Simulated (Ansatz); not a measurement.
`OC[Si](O)(O)O`. The species carries charge 0 and has multiplicity 1.

Z-matrix (Å, degrees):
```
C
Si 1 1.868
O 1 1.423 2 111.4
H 1 1.100 2 109.9 3 124.3
H 1 1.094 2 110.9 3 -118.9
O 2 1.642 1 107.1 3 -45.9
O 2 1.635 1 105.6 3 -166.5
O 2 1.643 1 115.4 3 68.8
H 3 0.962 1 107.5 2 47.5
H 6 0.959 2 116.2 1 126.4
H 7 0.958 2 118.6 1 175.1
H 8 0.958 2 118.4 1 61.7
```

(1) Give the diagnostics of a CCSD(T)/def2-TZVPP run (frozen core, the Gaussian-basis code of Ansatz). (An estimate is asked.)

Answers

(1) Computed: T1 = 0.0113, largest single amplitude 0.012, largest double 0.010, (T) share of the correlation energy 3.5 %, 9 CCSD cycles. The RHF solution is stable towards an unrestricted one. T1 lies under the customary mark of 0.02 for closed shells.
